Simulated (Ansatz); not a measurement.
A set of 12 reactions (silylene extrusion), with CCSD(T)/CBS values in kJ/mol:

```tsv
reaction	ΔE
`CN[SiH2]CN` → `CNCN` + `[SiH2]`	313.9
`F[SiH2]C1=C[SiH2]1` → `C1=C[SiH2]1` + `F[SiH]`	229.3
`CC(N)([SiH3])S` → `CC(N)S` + `[SiH2]`	233.9
`N[SiH](Cl)BO` → `NBO` + `[SiH]Cl`	119.9
`O[SiH](F)[Si](O)(O)O` → `O[SiH](O)F` + `O[Si]O`	107.6
`N[Si@H](O)N[Si@@H](N)F` → `N[SiH](N)F` + `N[Si]O`	220.4
`C=C=C[SiH](C)F` → `C=C=CC` + `F[SiH]`	270.1
`N[SiH2][SnH3]` → `[NH2][SnH3]` + `[SiH2]`	310.9
`CO[SiH](Cl)[GeH3]` → `CO[Si]Cl` + GeH₄	134.1
`C=C[SiH2]Br` → `C=C` + `[SiH]Br`	198.4
`C=C[SiH](O)[SiH](O)O` → `C=C[SiH2]O` + `O[Si]O`	115.4
`B[Te][SiH2]N` → `N[SiH]` + `B[TeH]`	216.8
```

Calculated with Ansatz (gas phase, PBE0-D4/def2-TZVP geometries, no zero-point term in ΔE). CCSD(T)/CBS adds triple-zeta CCSD(T) − MP2 to the extrapolated MP2 energy (def2 sets, frozen cores). This one scheme is used for every species. Functionals use def2-TZVPP. B3LYP here is the variant with VWN-RPA as its local correlation; programs differ in this. Elements past krypton have def2 core potentials. For Br, Ge, Sn, Te outer-core shells are correlated without core-valence functions, which leaves a few kJ/mol of doubt a bond. Scalar relativity is left out up to krypton. One conformer a species, not always the lowest.

(1) Give the mean, mean absolute and largest difference (level minus CCSD(T)/CBS, kJ/mol) for: r2SCAN-D4, PBE0-D4, B3LYP-D4, ωB97X-V, B2PLYP, PBE, PBE0, B3LYP, HF/def2-TZVPP, SCS-MP2/def2-TZVPP, CCSD(T)/def2-TZVPP, SCS-MP2/def2-QZVPP, HF/CBS(def2), CCSD/CBS(def2). (Best estimate.)

The largest T1 diagnostic in the set is 0.015, for `B[TeH]` (customary mark 0.02).

CCSD(T)/CBS is a level of theory with its own doubt, and the functionals carry their triple-zeta basis error, so these figures describe this set and don't rank the functionals.

## Answers

(1) Computed: 
| level | mean | mean absolute | largest |
| --- | --- | --- | --- |
| r2SCAN-D4 | 15.3 | 15.3 | 23.0 |
| PBE0-D4 | 10.0 | 10.0 | 18.9 |
| B3LYP-D4 | -7.1 | 7.1 | -13.7 |
| ωB97X-V | 7.3 | 7.3 | 11.3 |
| B2PLYP | -10.7 | 10.7 | -16.0 |
| PBE | -12.7 | 12.8 | -28.3 |
| PBE0 | 0.4 | 3.3 | 12.2 |
| B3LYP | -24.3 | 24.3 | -31.7 |
| HF/def2-TZVPP | -18.0 | 18.0 | -37.1 |
| SCS-MP2/def2-TZVPP | -1.5 | 2.8 | -6.3 |
| CCSD(T)/def2-TZVPP | -6.9 | 6.9 | -11.3 |
| SCS-MP2/def2-QZVPP | 2.8 | 3.9 | 7.4 |
| HF/CBS(def2) | -18.0 | 18.0 | -36.7 |
| CCSD/CBS(def2) | -3.0 | 3.0 | -8.1 |
